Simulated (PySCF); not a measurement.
Electron correlation in C (carbon, neutral)

[He] 2s2 2p2, high-spin 3P determinant. All numbers are calculated (PySCF 2.14, scalar relativity by spin-free X2C-1e, in aug-cc-pVDZ-DK (4s3p2d, 23 functions)). Frozen: 1s2; 4 electrons correlated.

MP2 pair energies summed by pair of shells (mhartree):

| pair | energy | share (%) |
| --- | --- | --- |
| 2s-2p | -31.75 | 59.1 |
| 2s-2s | -16.12 | 30.0 |
| 2p-2p | -5.85 | 10.9 |

Total MP2 correlation energy: -53.71 mhartree.

Same-spin part -9.81 and opposite-spin part -43.90 mhartree; SCS-MP2 scales them by 1/3 and 6/5 to -55.95 mhartree.

```tsv
level	correlation energy (mhartree)
CCSD	-75.84
(T)	-1.26
CCSD(T)	-77.10
```

Diagnostics: T1 = 0.0096, D1 = 0.0172, largest double amplitude 0.078.

Cost of the coupled-cluster step: 0.13 s of wall time on 1 thread of Neoverse-V2 (shared host), for 4 correlated electrons.
